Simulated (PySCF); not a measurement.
H$_{2}$Zn, charge -1, doublet (typed; the unrestricted solution is spin-contaminated), at the geometry of the source list (a state made from the parent by changing its charge; the spin is typed, not shown lowest); MN15/STO-3G (PySCF).

PySCF was given this input:
```python
from pyscf import gto, scf, dft

mol = gto.M(
    atom='''
Zn   -0.00000000   -0.00000000   -0.00000000
H     0.24640000   -1.47800000    0.07970000
H    -0.24640000    1.47800000   -0.07970000
''',
    basis='sto-3g',
    charge=-1,
    spin=1,
    verbose=4,
)

mf = dft.UKS(mol)
mf.xc = 'mn15'
mf.kernel()
mf.analyze()
```

Task: What does PySCF print? Leave out banner, timings and long lists.

Result: 
```
PySCF version 2.14.0

[INPUT] verbose = 4
[INPUT] num. atoms = 3
[INPUT] num. electrons = 33
[INPUT] charge = -1
[INPUT] spin (= nelec alpha-beta = 2S) = 1
[INPUT] symmetry False subgroup None
[INPUT] Mole.unit = angstrom
[INPUT] Symbol           X                Y                Z      unit          X                Y                Z       unit  Magmom
[...]
nuclear repulsion = 21.3361374944046
number of shells = 10
number of NR pGTOs = 60
number of NR cGTOs = 20
basis = sto-3g
ecp = {}

******** <class 'pyscf.dft.uks.UKS'> ********
method = UKS
initial guess = minao
damping factor = 0
level_shift factor = 0
DIIS = <class 'pyscf.scf.diis.CDIIS'>
diis_start_cycle = 1
diis_space = 8
diis_damp = 0
SCF conv_tol = 1e-09
SCF conv_tol_grad = None
SCF max_cycles = 50
direct_scf = True
direct_scf_tol = 1e-13
number electrons alpha = 17  beta = 16
XC library pyscf.dft.libxc version 7.1.2
    S. Lehtola, C. Steigemann, M. J. T. Oliveira, and M. A. L. Marques,  SoftwareX 7, 1–5 (2018)
XC functionals = mn15
    H. S. Yu, X. He, S. L. Li, and D. G. Truhlar,  Chem. Sci. 7, 5032–5051 (2016)
    H. S. Yu, X. He, S. L. Li, and D. G. Truhlar,  Chem. Sci. 7, 5032–5051 (2016)
radial grids:
    Treutler-Ahlrichs [JCP 102, 346 (1995); DOI:10.1063/1.469408] (M4) radial grids

becke partition: Becke, JCP 88, 2547 (1988); DOI:10.1063/1.454033
pruning grids: <function nwchem_prune>
grids dens level: 3
symmetrized grids: False
atomic radii adjust function: <function treutler_atomic_radii_adjust>
small_rho_cutoff = 0
Set gradient conv threshold to 3.16228e-05
tot grids = 40256
init E= -1755.61502513007

cycle= 1 E= -1754.79017434522  delta_E= 0.825  |g|= 1.58  |ddm|= 3.52

cycle= 2 E= -1755.81531600481  delta_E= -1.03  |g|= 0.993  |ddm|= 3.81
cycle= 3 E= -1755.16016518678  delta_E= 0.655  |g|= 1.47  |ddm|= 3.66
cycle= 4 E= -1755.36677519603  delta_E= -0.207  |g|=  1.4  |ddm|= 0.252
cycle= 5 E= -1755.53512413333  delta_E= -0.168  |g|= 1.32  |ddm|= 0.333
cycle= 6 E= -1755.22260541286  delta_E= 0.313  |g|= 1.42  |ddm|= 0.58
cycle= 7 E= -1755.44673527638  delta_E= -0.224  |g|= 1.38  |ddm|= 1.35
cycle= 8 E= -1755.47686954622  delta_E= -0.0301  |g|= 1.37  |ddm|= 0.178
cycle= 9 E= -1755.42723310845  delta_E= 0.0496  |g|= 1.38  |ddm|= 0.163
cycle= 10 E= -1755.81251163861  delta_E= -0.385  |g|= 1.25  |ddm|= 1.58
cycle= 11 E= -1757.30888205951  delta_E= -1.5  |g|= 0.335  |ddm|= 2.57
cycle= 12 E= -1757.4261044273  delta_E= -0.117  |g|= 0.135  |ddm|= 0.73
[...]
cycle= 48 E= -1757.45280478462  delta_E= -7.79e-06  |g|= 0.000277  |ddm|= 0.126
cycle= 49 E= -1757.45280583754  delta_E= -1.05e-06  |g|= 0.000427  |ddm|= 0.0245
cycle= 50 E= -1757.45280645512  delta_E= -6.18e-07  |g|= 0.000445  |ddm|= 0.0144
SCF not converged.
SCF energy = -1757.45280645512 after 50 cycles  <S^2> = 0.8545707  2S+1 = 2.1019712
**** SCF Summaries ****
Total Energy =                       -1757.452806455116615
Nuclear Repulsion Energy =              21.336137494404621
One-electron Energy =                -2505.437696544633582
Two-electron Energy =                  726.648752595112342
Two-electron Coulomb Energy =          796.545490817271570
DFT Exchange-Correlation Energy =      -69.896738222159229
**** MO energy ****
                             alpha | beta                alpha | beta
[...]
To work with the spin densities directly, `use mulliken_meta_spin()` only printing them here.

 ** Mulliken spin pop alpha/beta on meta-lowdin orthogonal AOs **
 ** Mulliken Spin Density (per AO)  **
spin_pop of  0 Zn 1s       -0.00000
spin_pop of  0 Zn 2s       -0.00001
spin_pop of  0 Zn 3s       -0.00006
spin_pop of  0 Zn 4s       -0.08824
spin_pop of  0 Zn 2px      -0.00000
spin_pop of  0 Zn 2py      -0.00000
spin_pop of  0 Zn 2pz      -0.00000
spin_pop of  0 Zn 3px      -0.00000
spin_pop of  0 Zn 3py      -0.00007
spin_pop of  0 Zn 3pz       0.00006
spin_pop of  0 Zn 4px      -0.00000
spin_pop of  0 Zn 4py       0.00114
spin_pop of  0 Zn 4pz       0.00001
spin_pop of  0 Zn 3dxy      0.90721
spin_pop of  0 Zn 3dyz      0.01632
spin_pop of  0 Zn 3dz^2    -0.06558
spin_pop of  0 Zn 3dxz      0.00189
spin_pop of  0 Zn 3dx2-y2    0.34609
spin_pop of  1 H 1s       -0.05938
spin_pop of  2 H 1s       -0.05938
 ** Mulliken Spin Density (per atom)  **
spin density of  0 Zn =      1.11877
spin density of  1 H =     -0.05938
spin density of  2 H =     -0.05938
 ** Mulliken pop alpha/beta on meta-lowdin orthogonal AOs **
 ** Mulliken pop       alpha | beta **
[...]
In total            17.00000 | 16.00000
 ** Mulliken atomic charges   ( Nelec_alpha | Nelec_beta ) **
charge of  0Zn =      0.07749  (    15.52064     14.40187 )
charge of  1H =     -0.53875  (     0.73968      0.79907 )
charge of  2H =     -0.53875  (     0.73968      0.79907 )

WARN: System has nonzero charge -1; the dipole moment is origin-dependent.
Location of origin: [0. 0. 0.]

Dipole moment(X, Y, Z, Debye): -0.00000, -0.00000, -0.00000
```

The run did not converge; its last values are not results.
